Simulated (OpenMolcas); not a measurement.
# Ionisation energies of oxygen

```json
{
 "Program": "OpenMolcas",
 "Basis": "ANO-RCC-VTZP [4s3p2d1f]",
 "Scalar Hamiltonian": "DKH2, point nucleus",
 "Spin-orbit coupling": "state interaction with AMFI integrals over the reference wave functions, term energies averaged over their components"
}
```

Active shells in each charge state: the valence s, p shells, with orbitals averaged over the low states. Where CASPT2's correlated closed shells are named, they are those of the first ion.

A. CASSCF
B. SS-CASPT2, IPEA 0.25 Eh, imaginary shift 0.1 Eh (closed shells correlated: 1s)
C. SS-CASPT2, IPEA 0 Eh, imaginary shift 0.1 Eh (closed shells correlated: 1s)

Energies in eV between the lowest computed levels (charge -1 gives the electron affinity), named as in B; reference values from the NIST Atomic Spectra Database with their kind.

```
              From                  To        A        B        C  Spin-orbit share in B                 Reference
O- 2s2 2p5 2P* 3/2       O 2s2 2p4 3P2   -0.544    1.310    1.277                 -0.002                          
     O 2s2 2p4 3P2  O+ 2s2 2p3 4S* 3/2   11.904   13.255   13.240                 +0.009         13.618 (measured)
O+ 2s2 2p3 4S* 3/2     O2+ 2s2 2p2 3P0   33.929   34.967   35.031                 -0.027         35.121 (measured)
   O2+ 2s2 2p2 3P0  O3+ 2s2 2p 2P* 1/2   53.703   54.632   54.685                 -0.004   54.936 (semi-empirical)
O3+ 2s2 2p 2P* 1/2         O4+ 2s2 1S0   76.160   77.048   77.094                 +0.031         77.413 (measured)
       O4+ 2s2 1S0       O5+ 2s 2S 1/2  113.703  113.740  113.741                 +0.000        113.899 (measured)
     O5+ 2s 2S 1/2         O6+ 1s2 1S0  137.964  137.979  137.980                 +0.000  138.119 (semi-empirical)
```

Error against the reference values, in %:

| From | Reference | A | B | C |
| --- | --- | --- | --- | --- |
| O | measured | -12.6 | -2.7 | -2.8 |
| O+ | measured | -3.4 | -0.4 | -0.3 |
| O2+ | semi-empirical | -2.2 | -0.6 | -0.5 |
| O3+ | measured | -1.6 | -0.5 | -0.4 |
| O4+ | measured | -0.2 | -0.1 | -0.1 |
| O5+ | semi-empirical | -0.1 | -0.1 | -0.1 |

Mean absolute error over the 4 measured values: A 1.09 eV, B 0.26 eV, C 0.24 eV.

No diffuse functions were added, so the electron affinity comes out too small, and without dynamic correlation a bound anion can come out unbound.

* marks odd parity.
